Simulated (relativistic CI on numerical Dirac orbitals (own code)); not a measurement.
One change at a time: Tm³⁵⁺

Base calculation: Dirac-Coulomb-Breit CI, KLI orbitals optimised for each configuration, model QED, unscaled Slater integrals.

Configurations in the expansion (outside the closed core [Ar] 3d10): 4s²4p⁴, 4s4p⁵, 4s²4p³4d, 4p⁶, 4s4p⁴4d, 4s²4p³4f, 4s4p⁴4f, 4p⁵4d, 4s4p³4d², 4s²4p²4d4f, 4p⁵4f, 4p⁴4d4f, 4s²4p³5s, 4s4p³4f², 4p⁵5s, 4s²4p³5p, 4s4p³4d5s, 4s²4p²4f5s, 4s4p⁴5s, 4s²4p³5d, 4s4p⁴5p, 4s²4p³5f, 4s²4p³5g, 4s4p⁴5d, 4p⁴4f5s, 4s4p⁴5f, 4s²4p³6s, 4s²4p²4d², 4s²4p4d³, 4s4p²4d³, 4s²4p4d²4f, 4s4p²4d²4f, 4s²4p4d²5s, 4p⁴4d², 4p³4d³, 4p³4d²4f, 4p³4d²5s, 4s²4p²4d5s, 4s4p²4d²5s, 4s²4p4d4f5s, 4s4p²4d4f5s, 4s²4p4d5s², 4p⁴4d5s, 4p³4d4f5s, 4p³4d5s², 4s²4p²5s², 4s4p²4d5s², 4s²4p4f5s², 4s4p²4f5s². Double excitations out of closed p, d and f shells are left out; levels of such configurations are missing from the list, as are those of other unlisted configurations, and high levels can miss mixing partners. These lack a partner that the ground configuration has and come out too high: 4s²4p³5p, 4s²4p³5d, 4s4p⁴5p, 4s²4p³5f, 4s²4p³5g.

The lowest level and the first level of each name with at least 55 % of one term (blank where a level has no safe partner in the second run):

```
        Level  Base (cm⁻¹)  Shift (cm⁻¹)
   4s²4p⁴ ³P2            0             0
   4s²4p⁴ ¹S0        66210           +11
   4s²4p⁴ ³P1       502107          -623
   4s²4p⁴ ¹D2       536112          -615
   4s²4p⁴ ³P0      1065749         -1186
4s²4p³4d ³G°5      1727761          +334
  4s4p⁴4d ³D1      2345739         +7091
  4s4p⁴4d ⁵F5      2352344         +7282
```

At this charge energies of transitions that change n are usually good to better than 1 %, and those within a shell (Δn = 0) to a few per cent.

Task: One thing was changed in a second run, which moved the levels as shown. Which?
A. Breit term removed
B. configuration mixing switched off
C. P86 correlation estimate
D. QED terms removed

Result: D. QED terms removed. QED shifts follow the density of s (and p1/2) electrons at the nucleus, so configurations move by their count of such electrons; where none moves, the smaller shifts of p3/2 electrons and of j = l + 1/2 against j = l − 1/2 set the pattern.

LS names give the leading component of a level, which can be under half, so a name can repeat, a term be missing and a line seem to break the LS rules.
